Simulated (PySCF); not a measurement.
I (iodine, neutral) across methods

[Kr] 4d10 5s2 5p4 6s1, high-spin 4P determinant (an excited configuration). Computed with PySCF 2.14 in aug-cc-pVQZ-PP with one added diffuse shell each of s, p, d, f, g type with ECP28MDF (8s8p6d4f3g, 117 functions), with a scalar-relativistic core potential.

```json
{"method": "r2SCAN", "E (hartree)": "-295.5487", "mean ε 5p α (eV)": "-11.687", "mean ε 5p β (eV)": "-10.092", "mean ε 6s α (eV)": "-2.181", "Σ⟨r²⟩ (bohr²)": "90.13", "⟨S²⟩": "3.755"}
{"method": "B3LYP", "E (hartree)": "-295.5302", "mean ε 5p α (eV)": "-12.075", "mean ε 5p β (eV)": "-10.694", "mean ε 6s α (eV)": "-2.439", "Σ⟨r²⟩ (bohr²)": "89.52", "⟨S²⟩": "3.752"}
{"method": "UHF", "E (hartree)": "-294.43381", "mean ε 5p α (eV)": "-15.831", "mean ε 5p β (eV)": "-13.737", "mean ε 6s α (eV)": "-3.337", "Σ⟨r²⟩ (bohr²)": "95.87", "⟨S²⟩": "3.761"}
{"method": "LDA", "E (hartree)": "-295.0138", "mean ε 5p α (eV)": "-11.161", "mean ε 5p β (eV)": "-9.771", "mean ε 6s α (eV)": "-2.275", "Σ⟨r²⟩ (bohr²)": "87.40", "⟨S²⟩": "3.751"}
{"method": "wB97X-V", "E (hartree)": "-295.4103", "mean ε 5p α (eV)": "-14.790", "mean ε 5p β (eV)": "-13.421", "mean ε 6s α (eV)": "-3.496", "Σ⟨r²⟩ (bohr²)": "91.82", "⟨S²⟩": "3.753"}
{"method": "PBE0", "E (hartree)": "-295.4471", "mean ε 5p α (eV)": "-12.495", "mean ε 5p β (eV)": "-10.906", "mean ε 6s α (eV)": "-2.534", "Σ⟨r²⟩ (bohr²)": "89.90", "⟨S²⟩": "3.754"}
{"method": "revPBE", "E (hartree)": "-295.4826", "mean ε 5p α (eV)": "-11.119", "mean ε 5p β (eV)": "-9.653", "mean ε 6s α (eV)": "-2.125", "Σ⟨r²⟩ (bohr²)": "89.60", "⟨S²⟩": "3.753"}
{"method": "PBE", "E (hartree)": "-295.4244", "mean ε 5p α (eV)": "-11.122", "mean ε 5p β (eV)": "-9.664", "mean ε 6s α (eV)": "-2.159", "Σ⟨r²⟩ (bohr²)": "89.11", "⟨S²⟩": "3.753"}
```

Energies and moments cover only the electrons outside the core potential. The outer electron is Rydberg-like, and this basis confines it to a smaller radius and binds it less than a complete one would.
